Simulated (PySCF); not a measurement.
## Deuteron quadrupole couplings in `CCP1C=CCC=C1`

Compound: C₇H₁₁P.
Z-matrix (Å and degrees, GFN2-xTB geometry), rows numbered from 1:
```
C 
C   1  1.5216
P   2  1.8685  1  115.22
C   3  1.8126  2   99.48  1   -49.31
C   4  1.3254  3  122.80  2   132.05
C   5  1.4996  4  124.05  3    -3.59
C   6  1.4996  5  112.82  4   -31.48
C   7  1.3254  6  124.08  5    31.61
H   1  1.0878  2  110.77  3   -60.29
H   1  1.0892  2  110.17  3   179.68
H   1  1.0879  2  110.82  3    59.61
H   2  1.0940  1  110.49  3  -120.73
H   2  1.0940  1  110.47  3   120.78
H   4  1.0828  3  115.81  2   -52.38
H   5  1.0831  4  120.42  3   177.16
H   6  1.0973  5  108.82  4    89.47
H   6  1.0930  5  109.61  4  -153.94
H   7  1.0831  6  115.55  5  -147.66
H   8  1.0829  3  115.85  2    52.25
```

Level: PBE0/pcSseg-1 (PySCF, non-relativistic); Q(2H) = 0.00286 b; rigid geometry, the same for H and D, with no vibrational averaging.

Question: Rank these positions by the coupling χzz of a deuteron there, largest first.
A. H19 (vinylic hydrogen)
B. H11 (methyl hydrogen)
C. H12 (methylene hydrogen)
D. H16 (methylene hydrogen)

Answer: A (220 kHz), B (210 kHz), C (204 kHz), D (199 kHz).

Give the electric field gradient Vzz (the principal value of largest size), its asymmetry and the 2H coupling at each hydrogen.

```csv
atom,bonded to,bond length (Å),Vzz (au),η,χzz (kHz)
H9,C1,1.088,0.3131,0.03,210
H10,C1,1.089,0.3139,0.02,211
H11,C1,1.088,0.3128,0.03,210
H12,C2,1.094,0.3040,0.02,204
H13,C2,1.094,0.3039,0.02,204
H14,C4,1.083,0.3278,0.06,220
H15,C5,1.083,0.3239,0.06,218
H16,C6,1.097,0.2964,0.01,199
H17,C6,1.093,0.3003,0.04,202
H18,C7,1.083,0.3241,0.06,218
H19,C8,1.083,0.3276,0.06,220
```

How does χzz go with the bond length over the 11 C–H bonds?

A straight-line fit has a slope of -14.1 kHz for each 0.01 Å, with a correlation coefficient of -0.98, over lengths from 1.083 to 1.097 Å. The longer bonds have the smaller couplings here.

Give the 2H NMR doublet splittings at H9 for a magnetic field along the z, y and x axes of the gradient: 3χ/2, 3χ(1 + η)/4, 3χ(1 − η)/4.

With |χ| = 210.4 kHz and η = 0.035: 316, 163 and 152 kHz, to first order and without motion.

Geometry: GFN2-xTB, one conformer, isolated molecule. GFN2-xTB bond lengths can be off by several hundredths of an ångström, more for odd bonds, and the gradients follow them. With a basis this small, the couplings can be 20 % off.

The run behind these numbers computed NMR shieldings as well. Time: 32 s (with the writing of density and orbital grids); peak memory 0.83 GiB. Hardware: an Arm Neoverse V2 with one thread, no GPU, shared host with 48 logical CPUs at a one-minute load of 9.5.
